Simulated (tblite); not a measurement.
Compound: C4H4F3N.
Numbering: `[H]/[N:4]=[C:3](/[CH:2]=[CH2:1])[C:5]([F:6])([F:7])[F:8]` (hydrogens: H9, H10 on C1; H11 on C2; H12 on N4)

Computed with GFN2-xTB (tblite), gas phase: nudged elastic band of 9 images (0 to 8), spring 0.2 eV/Å², climbing image at the end, force threshold 0.05 eV/Å. The top image wasn't refined or checked by frequencies; at this threshold it can lie a kcal/mol or more above the true saddle point of the method.

Path: rotation about C3–C5 (imine carbon, CF3 carbon), followed by the dihedral C2–C3–C5–F8, from 60° to 180°. Start geometry (image 0):
```
atom  x, y, z in Å
C1      1.804    0.498   -0.069
C2      1.024   -0.495   -0.480
C3     -0.410   -0.598   -0.260
N4     -1.045   -1.590   -0.698
C5     -1.089    0.545    0.516
F6     -0.601    0.686    1.759
F7     -2.407    0.327    0.645
F8     -0.955    1.734   -0.094
H9      1.444    1.350    0.483
H10     2.860    0.487   -0.280
H11     1.423   -1.334   -1.032
H12    -2.046   -1.612   -0.516
```

The first guess turns that dihedral rigidly in even steps and adds one set of random displacements (0.04 Å standard deviation a coordinate) to every inner image. Energies of the images above image 0 (eV) in the early part of the optimisation:

```tsv
iteration	1	2	3	4	5	6	7	8
0	1.003	1.069	1.172	1.231	1.167	1.049	0.976	0.000
10	0.049	0.127	0.231	0.284	0.238	0.132	0.047	0.000
20	0.029	0.096	0.163	0.192	0.169	0.104	0.035	0.000
```

**Question.** Where does the band end, and how far was the first guess from it?

**Answer.** Final energies, images 1 to 8: 0.023, 0.068, 0.104, 0.118, 0.106, 0.070, 0.025, 0.000 eV. The highest point drops from 1.23 eV (image 4) to 0.118 eV (image 4), by 1.11 eV. Image 4 moved by 0.12 Å rms, its dihedral from 122° to 121°. The end images are fixed. The true force on the top image ends at 0.048 eV/Å, and the largest on any image at 0.07 eV/Å; away from the top, the method drives only the force across the path to zero. The last saved iteration is 40.

The cost below is that of the whole band run. The run took 2.0 s wall on one thread, Arm Neoverse V1 (aarch64), shared host with 32 logical CPUs at a one-minute load of 19, and the process peaked at 0.18 GiB of memory.
